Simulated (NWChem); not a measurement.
silole (C₄H₆Si)

```
C
C 1 1.3499
H 2 1.0918 1 122.45
H 1 1.0962 2 123.39 3 0.00
C 1 1.4809 4 119.52 2 180.00
C 5 1.3499 1 117.09 4 180.00
H 6 1.0918 5 122.45 1 180.00
H 5 1.0962 6 123.39 7 0.00
Si 2 1.8742 3 130.96 1 180.00
H 9 1.4960 2 113.93 3 62.32
H 9 1.4960 10 108.09 2 127.71
```
Charge 0, spin multiplicity 1.

All runs are NWChem calculations. All single points use one geometry, from PBE0/def2-SVP, a minimum by its harmonic frequencies. It is one conformer; others weren't searched.

The correlated methods keep 9 core orbitals frozen.

Worked example. A B2PLYP run in STO-3G ends its self-consistent part (53 % exact exchange, 47 % B88, 73 % LYP) at -439.73691 Ha, and second-order perturbation theory on those orbitals gives -0.36460 Ha unscaled.

The perturbative term enters with the weight 0.27: -439.73691 + 0.27·(-0.36460) = -439.83535 Ha is the total energy.
